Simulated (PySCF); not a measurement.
C2H9F2NSi3.
SMILES: `NC[C@]1(F)[SiH2][Si@H](F)[SiH2]1`

Method: PySCF, TDDFT B3LYP/def2-SVPD, vertical, gas phase, core orbitals frozen in the response. One conformer (not necessarily the lowest) at the GFN2-xTB geometry, without solvent, vibrations or thermal averaging. Torsions of this conformer, `[NH2:1][CH2:2][C@:3]1([F:4])[SiH2:5][Si@H:6]([F:7])[SiH2:8]1`: N1–C2–C3–F4 -77°, H–N1–C2–C3 -177°, H–N1–C2–C3 65°.

Lowest singlets, with some entries withheld (?).

| state | E (eV) | f | main configurations (H = HOMO, L = LUMO) |
| --- | --- | --- | --- |
| S1 | 4.27 | ? | H→L (83%), H-1→L (16%) |
| S2 | 4.80 | ? | H-1→L (80%), H→L (15%) |
| S3 | 5.04 | ? | H-2→L (95%) |
| S4 | 5.27 | ? | H-3→L (96%) |
| S5 | 5.58 | ? | H→L+1 (97%) |
| S6 | 5.91 | ? | H-1→L+1 (57%), H-2→L+1 (41%) |
| S7 | 6.06 | ? | H-2→L+1 (55%), H-1→L+1 (39%) |
| S8 | 6.28 | ? | H→L+2 (79%) |

Task: Fill in the withheld entries.

Result: 
- S1: f = 0.0036
- S2: f = 0.0067
- S3: f = 0.0015
- S4: f = 0.011
- S5: f = 0.094
- S6: f = 0.011
- S7: f = 0.057
- S8: f = 0.042

Task: What is the mean static polarisability from the same response equations?

Result: 117.2 au (17.37 Å³), with principal values 93.7, 124.1 and 133.8 au.

Task: Where do the lowest triplets lie (Tamm–Dancoff)?

Result: T1 3.93 eV, H→L (72%), H-1→L (17%), H-2→L (9%); T2 4.57 eV, H-1→L (44%), H-2→L (32%), H-3→L (20%); T3 4.66 eV, H-2→L (53%), H-3→L (28%), H→L (12%). E(S1) − E(T1) = +0.35 eV.

Task: How far apart are S1 and S3, in eV and cm⁻¹?

Result: 5.038 − 4.271 = 0.767 eV, or about 6190 cm⁻¹.

The run took 2.1 min of wall time (with the writing of density and orbital grids) on Arm Neoverse N1, one thread, on a shared host, and the process peaked at 1.1 GiB of memory.
